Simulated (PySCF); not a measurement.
Se(GeH3)2, SMILES [Se]([GeH3])[GeH3], singlet (PBE0/def2-SVP optimised geometry):

```
9

Se    -1.318     0.161    -1.980
Ge    -0.501     1.148     0.000
H     -1.039     2.587     0.000
H     -1.015     0.380     1.231
H      1.039     1.148     0.000
Ge    -0.320    -1.950    -1.641
H     -0.719    -2.799    -2.857
H      1.211    -1.809    -1.560
H     -0.847    -2.587    -0.342
```

Method: PBE0/def2-TZVP in PySCF 2.14.0.

**Question.** What are the frontier orbital energies and the dipole moment?

**Answer.** HOMO-2 -8.95 eV, HOMO-1 -8.45 eV, HOMO -6.87 eV, LUMO -0.37 eV, LUMO+1 -0.31 eV; dipole moment 1.15 D.

On the same geometry PBE/def2-TZVP run with PySCF gives HOMO-2 -7.81 eV, HOMO-1 -7.36 eV, HOMO -5.74 eV, LUMO -1.22 eV, LUMO+1 -1.17 eV; dipole moment 1.03 D.

Meta-Löwdin charges at PBE0/def2-TZVP: Se1 -0.29, Ge2 0.29, H3 -0.04, H4 -0.05, H5 -0.05, Ge6 0.29, H7 -0.04, H8 -0.05, H9 -0.05.
